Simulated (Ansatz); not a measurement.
Harmonic frequencies (cm⁻¹) at PBE0-D4/def2-TZVP from Ansatz: 137, 145, 172, 199, 203, 438, 599, 707, 724.

Problem. Which molecule is it?
A. `[F][Nb]([F])(=[S])[Cl]`
B. `[O]=[Nb]([OH])([F])[Cl]`
C. `[OH][Nb]([OH])([F])=[S]`
D. `[O]=[Nb]([F])([Cl])[Cl]`

Solution. A.
